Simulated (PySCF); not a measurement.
A series of related molecules.

All values: PBE0/pcSseg-1 (PySCF) at GFN2-xTB geometries, gas phase, one conformer each.

**Question.** Rank by the highest IAO charge on any atom, lowest value first.
A. `C=CC[Si]1(CF)CC1`
B. `[SiH2]1C[C@]1(CF)CC=C`
C. `C=CC(=O)C1(CF)CC1`
D. `F/C=C\CC1(CF)CC1`
E. `C=CCC1(CF)C=C1`

**Answer.** D (+0.162 e), E (+0.177 e), C (+0.367 e), B (+0.616 e), A (+0.930 e).

**Question.** Rank by HOMO energy, highest first.
A. `C=CCC1(CF)C=C1`
B. `C(F)[Si]1(CC=C)CC1`
C. `C=CCC1(CF)CC1`
D. `C=CC(=O)C1(CF)CC1`
E. `C=CC[C@@]1(CF)C[C@H]1C=C`

**Answer.** B (-6.78 eV), E (-6.97 eV), A (-7.19 eV), D (-7.43 eV), C (-7.63 eV).

**Question.** Rank by the highest Hirshfeld charge on any atom, highest value first.
A. `F/C=C\CC1(CF)CC1`
B. `C=CC[C@@]1(CF)C[C@H]1C=C`
C. `C=CC[Si]1(CF)CC1`
D. `C=CCC1(CF)C=C1`
E. `C=CC[C@@]1(CF)C[SiH2]1`
F. `FCC1(CC1)C(=O)C=C`

**Answer.** C (+0.358 e), E (+0.301 e), F (+0.155 e), D (+0.078 e), A (+0.060 e), B (+0.047 e).

All values together:

```csv
SMILES,change,formula,μ (D),HOMO (eV),LUMO (eV),lowest IAO charge (e),highest IAO charge (e),lowest Hirshfeld charge (e),highest Hirshfeld charge (e)
C=CCC1(CF)CC1,parent,C7H11F,1.61,-7.63,0.26,-0.329 (F),+0.157 (H),-0.106 (C/F),+0.048 (H)
C=CC[Si]1(CF)CC1,C replaced by Si,C6H11FSi,1.37,-6.78,0.11,-0.537 (C),+0.930 (Si),-0.177 (C),+0.358 (Si)
F/C=C\CC1(CF)CC1,H on C replaced by F,C7H10F2,1.77,-7.48,0.37,-0.329 (F),+0.162 (H),-0.105 (F),+0.060 (H)
C=CCC1(CF)C=C1,C-C bond made double,C7H9F,1.90,-7.19,-0.26,-0.338 (F),+0.177 (H),-0.132 (F),+0.078 (H)
C=CC(=O)C1(CF)CC1,CH2 replaced by C=O,C7H9FO,1.91,-7.43,-1.71,-0.438 (O),+0.367 (C),-0.226 (O),+0.155 (C)
C=CC[C@@]1(CF)C[SiH2]1,C replaced by Si,C6H11FSi,1.74,-6.86,-0.02,-0.524 (C),+0.616 (Si),-0.168 (C),+0.301 (Si)
C=CC[C@@]1(CF)C[C@H]1C=C,H on C replaced by vinyl,C9H13F,1.57,-6.97,0.18,-0.331 (C),+0.159 (H),-0.108 (C),+0.047 (H)
```

Conformers: `[CH2:1]=[CH:2][CH2:3][C:4]1([CH2:5][F:6])[CH2:7][CH2:8]1` with C1–C2–C3–C4 -123°, C2–C3–C4–C5 65°, C3–C4–C5–F6 -179°; `[CH2:1]=[CH:2][CH2:3][Si:4]1([CH2:5][F:6])[CH2:7][CH2:8]1` with C1–C2–C3–Si4 104°, C2–C3–Si4–C5 175°, C3–Si4–C5–F6 45°; `[F:1]/[CH:2]=[CH:3]\[CH2:4][C:5]1([CH2:6][F:7])[CH2:8][CH2:9]1` with C2–C3–C4–C5 120°, C3–C4–C5–C6 -67°, C4–C5–C6–F7 179°; `[CH2:1]=[CH:2][CH2:3][C:4]1([CH2:5][F:6])[CH:7]=[CH:8]1` with C1–C2–C3–C4 112°, C2–C3–C4–C5 82°, C3–C4–C5–F6 69°; `[CH2:1]=[CH:2][C:3](=[O:4])[C:5]1([CH2:6][F:7])[CH2:8][CH2:9]1` with C1–C2–C3–O4 -17°, C2–C3–C5–C6 -18°, C3–C5–C6–F7 78°; `[CH2:1]=[CH:2][CH2:3][C@@:4]1([CH2:5][F:6])[CH2:7][SiH2:8]1` with C1–C2–C3–C4 119°, C2–C3–C4–C5 -64°, C3–C4–C5–F6 -71°; `[CH2:1]=[CH:2][CH2:3][C@@:4]1([CH2:5][F:6])[CH2:7][C@H:8]1[CH:9]=[CH2:10]` with C1–C2–C3–C4 -122°, C2–C3–C4–C5 71°, C3–C4–C5–F6 -179°, C7–C8–C9–C10 -154°.

**Question.** Give the shifts from the parent, `C=CCC1(CF)CC1`.

**Answer.** 
```json
{"SMILES": "C=CC[Si]1(CF)CC1", "change in μ (D)": "-0.24", "change in HOMO (eV)": "+0.85", "change in LUMO (eV)": "-0.15"}
{"SMILES": "F/C=C\\CC1(CF)CC1", "change in μ (D)": "+0.16", "change in HOMO (eV)": "+0.15", "change in LUMO (eV)": "+0.11"}
{"SMILES": "C=CCC1(CF)C=C1", "change in μ (D)": "+0.29", "change in HOMO (eV)": "+0.44", "change in LUMO (eV)": "-0.52"}
{"SMILES": "C=CC(=O)C1(CF)CC1", "change in μ (D)": "+0.30", "change in HOMO (eV)": "+0.20", "change in LUMO (eV)": "-1.97"}
{"SMILES": "C=CC[C@@]1(CF)C[SiH2]1", "change in μ (D)": "+0.13", "change in HOMO (eV)": "+0.77", "change in LUMO (eV)": "-0.28"}
{"SMILES": "C=CC[C@@]1(CF)C[C@H]1C=C", "change in μ (D)": "-0.04", "change in HOMO (eV)": "+0.66", "change in LUMO (eV)": "-0.08"}
```
